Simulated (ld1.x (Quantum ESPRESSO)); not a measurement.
Ranking ultrasoft potentials for Pt (Z = 78)

All share these settings but for the change named:

ld1.x (Quantum ESPRESSO) 7.5 input, shortened:

```
&input
   title='Pt', zed=78., rel=1, dft='PBESOL', iswitch=3,
   config='[Xe] 4f14 5d10 6s0 6p0'
 /
 &inputp
   pseudotype=3, tm=.true., lloc=-2, rcloc=2.00,
   nlcc=.true., new_core_ps=.true.,
   which_augfun='PSQ', rmatch_augfun_nc=.true.
 /
6
6S  1  0   0.00   0.00  1.80  2.50  0.0
6S  1  0   0.00   0.20  1.80  2.50  0.0
6P  2  1   0.00   0.00  2.55  2.85  0.0
6P  2  1   0.00   2.65  2.55  2.85  0.0
5D  3  2  10.00   0.00  2.45  2.65  0.0
5D  3  2   0.00   3.25  2.45  2.65  0.0
 &test
   configts(1)='5d10 6s0 6p0'
 /
```

Cutoff: the first of the cutoffs (Ry, on a coarse ladder) from which the occupation-weighted sum of valence levels, in a spherical-Bessel basis at the reference potential, stays within 10 and 1 mRy of its value at 400 Ry; the density cutoff is not measured.

The base gives 15 Ry.

Of 11 variants that were run, those that failed, showed a ghost or another fault, or gave nearly equal values are left out.

A variant can come out equal or close to the base.

Rank these variants from softest to hardest (loose cutoff).
A. all radii but the core radius scaled by about 0.91 (s 2.28, p 2.60, d 2.42 bohr, rcut 1.64/2.32/2.24); local potential all-electron potential smoothed inside 1.82 bohr (lloc = -2)
B. waves 5d (bound): rcut 2.45, rcutus 3.94 bohr; 5d channel at 3.25 Ry: rcut 2.45, rcutus 3.94 bohr
C. functional PBE

B (6 Ry), C (15 Ry), A (18 Ry).
